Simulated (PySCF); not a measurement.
## Bond length, frequency and bond energy of SbS by level of theory

State: ²Π (doublet), unpaired electrons π ↑. Set-up: Sb x2c-SVPall, S x2c-SVPall; spin-free X2C with a Gaussian nucleus (PySCF 2.14). De refers to Sb + S in their high-spin ground configurations, without counterpoise correction. The functionals are run spin-unrestricted. A positive dipole means Sb(−)S(+). Levels whose curve was spin-contaminated or gave no clean fit are not listed.

```csv
Level,Re (Å),ωe (cm⁻¹),De (eV),μ (D)
PBE,2.255,471,3.85,-2.15
PW91,2.254,471,3.88,-2.13
TPSS,2.250,474,3.65,-2.26
r²SCAN,2.237,491,3.43,-2.31
B97-3,2.236,497,3.48,-2.49
ωB97X,2.201,536,3.60,-2.54
```

The bond length runs from 2.201 Å (ωB97X) to 2.255 Å (PBE). De spans 3.43 eV (r²SCAN, meta-GGA) to 3.88 eV (PW91, GGA).

These are scalar-relativistic numbers at best; spin–orbit coupling would shift them, the dissociation energy most. The state was picked by a PBE0 search and need not be the measured ground state.
